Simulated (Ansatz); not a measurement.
This geometry of C₄H₉B (14 atoms, charge 0, multiplicity 1) is a first-order saddle point.

Theory: RKS PBE0/def2-SVP (Ansatz).

```xyz
14
Properties=species:S:1:pos:R:3
B -0.972 2.216 1.162
C -0.726 0.766 0.733
C -0.200 0.490 -0.483
C 0.102 -0.876 -1.027
C 1.112 -1.661 -0.190
H -0.686 3.111 0.395
H -1.446 2.496 2.240
H -0.972 -0.079 1.392
H 0.033 1.344 -1.133
H 0.464 -0.793 -2.062
H -0.843 -1.447 -1.077
H 2.075 -1.131 -0.125
H 0.748 -1.814 0.837
H 1.300 -2.650 -0.633
```

Task: Which two structures does it join? (They come from a converged band through this point; their orientation in space is the band's.)

Result: No bond is made or broken. The dihedral H9–C3–C4–H11 goes from -180 to -55°.

Image 0:

```xyz
14
Properties=species:S:1:pos:R:3
B -1.263 2.193 1.136
C -1.150 0.756 0.611
C -0.136 0.389 -0.207
C 0.100 -0.965 -0.785
C 1.476 -1.527 -0.434
H -0.428 3.009 0.808
H -2.160 2.537 1.872
H -1.882 -0.017 0.882
H 0.605 1.156 -0.478
H 0.018 -0.885 -1.885
H -0.695 -1.655 -0.460
H 2.282 -0.857 -0.774
H 1.587 -1.656 0.653
H 1.633 -2.507 -0.910
```

Image 10:

```xyz
14
Properties=species:S:1:pos:R:3
B -0.655 2.336 1.122
C -0.166 0.935 0.739
C -0.369 0.449 -0.507
C 0.037 -0.881 -1.049
C 0.760 -1.815 -0.096
H -1.233 3.008 0.293
H -0.481 2.796 2.228
H 0.358 0.297 1.462
H -0.895 1.096 -1.222
H 0.654 -0.696 -1.949
H -0.872 -1.367 -1.450
H 1.697 -1.370 0.272
H 0.139 -2.056 0.781
H 1.014 -2.762 -0.594
```

Task: How far does it lie above each of them?

Result: 0.085 eV above the first and 0.100 eV above the second. This is the barrier of this one path; another mechanism may lie lower.

Run time: 2.8 min on 2 threads of Arm Neoverse V1 (shared host), peak memory 0.26 GiB.
